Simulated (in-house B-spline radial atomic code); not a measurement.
Re⁺. Computed with a B-spline radial atomic code. Model: non-relativistic spherical atom: semilocal Troullier-Martins pseudo-atom, one channel per l, against all electrons, high spin, G0W0 and RPA with empty states to l = 8, local potential for every l without a channel, a model core (radius 0 = none) keeps its share of the functional.

The core holds an angular momentum without a channel of its own, so the local potential lets valence electrons into it.

Without relativity these are model numbers for so heavy an element.

What the tables leave out is listed at the end.

The pseudopotential gives back the lowest level of each angular momentum of its own functional in the configuration it was made in; a second state of the same l is only approximately right. Exact exchange, RPA and GW see the smooth pseudo-orbitals and miss the exchange with the core, for which the functional's share stands in. The column with an uncorrelated core keeps all orbitals and exact exchange, and so separates missing core correlation from pseudisation. Only the three outermost levels and the lowest empty one were computed. RPA here is direct RPA, with no exchange kernel, and its energies carry an (l + 1/2)⁻⁴ tail. A hybrid on a potential with a model core restores only its own semilocal share of the core's exchange.

Command:
```bash
python run_psgw.py task.json out
```
Settings (lengths in bohr, energies in hartree):
```
Z                      75
electrons              74
configuration          [Xe] 4f14 5d5 6s1
generated_in           [Xe] 4f14 5d5 6s1
functional             pbe,pbe
core_shells            12
radius_factor          1
core_correction        True
ion_configuration      [Xe] 4f14 5d5
```

Cost of the run: 100 s on 1 thread of Arm Neoverse N1 (shared host).

Given: made with PBE; model core radius 1.556 bohr; local radius 1.68 bohr; mean-field start PBE.

Valence shells of the generating configuration: 5d, 6s.

Channel: s 2.734, p 3.339, d 1.387 (radii in bohr).

Computed: largest level miss in the spin-unpolarised generating configuration 0 eV; valence RPA correlation energy pseudo -0.31043 hartree; pseudo-atom RPA polarisability 29.34 bohr³; ionisation by mean-field all-electron 15.06 eV; ionisation by mean-field pseudo minus all 0.069 eV; ionisation by RPA all-electron 15.283 eV; ionisation by RPA pseudo minus all 0.977 eV.

```tsv
level	occupied	mean-field all-electron (eV)	mean-field pseudo minus all (eV)	G0W0 all-electron (eV)	G0W0 uncorrelated core minus all (eV)	G0W0 pseudo minus all (eV)	exchange self-energy all-electron (eV)	exchange self-energy pseudo (eV)
6s up	1	-11.741	-0.043	-15.391	0.243	-0.419	-12.298	-10.862
5d up	1	-15.189	0.007	-20.382	0.102	2.152	-28.568	-17.819
```

Question: What is the valence RPA correlation energy all-electron orbitals?

Answer: -0.19043 hartree.

Question: What is the all-electron RPA polarisability, core included?

Answer: 29.493 bohr³.

Given: mean-field start PBE0.

Computed: valence RPA correlation energy pseudo -0.29348 hartree; all-electron RPA polarisability, core included 25.969 bohr³; pseudo-atom RPA polarisability 26.134 bohr³; ionisation by mean-field pseudo minus all 0.45 eV; ionisation by RPA all-electron 15.142 eV; ionisation by RPA pseudo minus all 1.161 eV.

| level | occupied | mean-field all-electron (eV) | mean-field pseudo minus all (eV) | G0W0 all-electron (eV) | G0W0 uncorrelated core minus all (eV) | G0W0 pseudo minus all (eV) | exchange self-energy all-electron (eV) | exchange self-energy pseudo (eV) |
| --- | --- | --- | --- | --- | --- | --- | --- | --- |
| 6s up | 1 | -12.367 | -0.41 | -15.276 | 0.246 | -0.773 | -12.136 | -11.052 |
| 5d up | 1 | -16.839 | 1.086 | -20.707 | 0.111 | 2.535 | -28.787 | -17.409 |

Question: What is the valence RPA correlation energy all-electron orbitals?

Answer: -0.17396 hartree.

Question: What is the ionisation by mean-field all-electron?

Answer: 14.77 eV.

Among the listed levels the largest G0W0 shift of the pseudo-atom is +2.54 eV, for 5d up on the PBE0 start, while leaving the core uncorrelated moves that level by +0.11 eV. So pseudisation and the lost core exchange, not the missing core correlation, make the error. Not in the tables (levels of low weight, unsolved or above zero; the highest and the empty levels are kept at any weight): on PBE the G0W0 levels 5d down (pseudo minus all -7.48 eV, weights 0.92 and 0.84); on PBE0 the G0W0 levels 5d down (pseudo minus all -5.11 eV, weights 0.93 and 0.90); no Hartree-Fock pseudo-atom is run with a model core.
